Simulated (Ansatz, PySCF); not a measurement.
Cl3H2NTi, SMILES [NH2][Ti]([Cl])([Cl])[Cl], multiplicity 1. Atoms are numbered in the order given.

```xyz
7

Ti    -0.1057    -0.1970    -0.0168
Cl     1.8641    -0.5368    -0.9077
Cl    -0.0647     0.2635     2.1224
Cl    -1.1514     1.4037    -1.1046
N     -1.0476    -1.7596    -0.2040
H     -0.9159    -2.4191    -0.9710
H     -1.8043    -2.0491     0.4159
```

Geometry: B3LYP-D3(BJ)/def2-SVP. The spin state was assumed, not searched. The isomer is the one that the SMILES or the coordinates give; other isomers of the formula were not compared. One conformer was computed; it need not be the lowest.

Two levels are set side by side: PBE-D3(BJ)/def2-SVP (Ansatz, a quantum-chemistry and plane-wave program) and B3LYP-D3(BJ)/def2-SVP (Ansatz). Each level has its own optimised geometry; the coordinates shown are those of the second. Frequencies come from the Hessian of PySCF at each geometry. Differences are taken from unrounded values.

```
quantity                            B3LYP-D3(BJ)  PBE-D3(BJ)  PBE-D3(BJ) minus B3LYP-D3(BJ)
----------------------------------  ------------  ----------  -----------------------------
mean bond length (Å)                       1.742       1.748                          0.006
bond Ti1–Cl2 (Å)                           2.188       2.192                          0.003
bond Ti1–Cl3 (Å)                           2.189       2.192                          0.003
bond Ti1–Cl4 (Å)                           2.200       2.203                          0.003
bond Ti1–N5 (Å)                            1.834       1.845                          0.011
bond N5–H6 (Å)                             1.020       1.027                          0.007
bond N5–H7 (Å)                             1.020       1.027                          0.007
highest harmonic wavenumber (cm⁻¹)          3622        3554                            -67
mean harmonic wavenumber (cm⁻¹)              832         810                            -22
zero-point energy (kcal/mol)               17.83       17.37                          -0.47
```

Exact exchange shortens and stiffens bonds; PBE has none. Differences between two approximate levels are no errors against the true value.
